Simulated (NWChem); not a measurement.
Species: HSe₂F; SMILES [Se](F)[SeH]

```xyz
4

Se    -0.4065     0.9134    -0.0078
F      1.2053     1.6616    -0.0134
Se     0.0817    -1.3088    -0.0307
H      0.1954    -1.5121     1.4303
```
Atoms are numbered in this order, from 1.

All runs: NWChem. Structure relaxed at the PBE0/def2-SVP level. Ions are spin-unrestricted doublets at the neutral geometry; other ion states weren't tried.

For level PBE/def2-SVP:

```yaml
vertical ionisation energy, ΔSCF (eV): 9.07
"−ε(HOMO) (eV)": 5.60
```

What are these values for level PBE0/def2-SVP?

The vertical ionisation energy, ΔSCF (eV) comes out as 9.40 and the −ε(HOMO) (eV) is 7.02.
